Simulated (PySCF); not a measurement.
F2La, charge +1, singlet, at a GFN2-xTB geometry (such geometries of metal compounds can be far from the true shape) (the multiplicity is a formal guess) (core potentials on La). Base run: M062X/def2-SV(P) run with PySCF.

PySCF was given this input:
```python
from pyscf import gto, scf, dft

mol = gto.M(
    atom='''
La    0.339661    0.235568    0.069081
F    -1.548567    0.245262   -1.273320
F    -0.602619   -1.737191    0.835806
''',
    basis='def2-sv(p)',
    ecp={'La': 'def2-sv(p)'},
    charge=1,
    spin=0,
    verbose=4,
)

mf = dft.RKS(mol)
mf.xc = 'm062x'
mf.kernel()
mf.analyze()
```

Each row names what was changed in the base input (with any setting that the change needs).

```
change                     E (Eh)  HOMO (eV)  HOMO-LUMO gap (eV)  core-seconds (rough)
---------------------  ----------  ---------  ------------------  --------------------
base                   -230.78910     -15.81                8.14                     5
functional = x3lyp     -230.88717     -13.83                5.38                     3
functional = camb3lyp  -230.87274     -15.39                8.05                     5
functional = wb97x     -230.91009     -16.28               10.32                     4
functional = hf        -229.73294     -18.65               12.79                     1
functional = r2scan    -230.89771     -12.63                4.27                     4
functional = o3lyp     -230.93804     -13.10                4.42                     3
functional = pbe       -230.80387     -12.35                3.55                     2
functional = b3lyp     -230.97282     -13.74                5.28                     3
functional = bp86      -231.03180     -12.44                3.73                     3
functional = lc_wpbe   -230.86602     -16.54               10.50                     7
functional = b97m_v    -230.89495     -12.68                4.14                    50
functional = b3lyp5    -230.86917     -13.65                5.27                     3
```

Totals shift with the method and basis; they matter in differences.
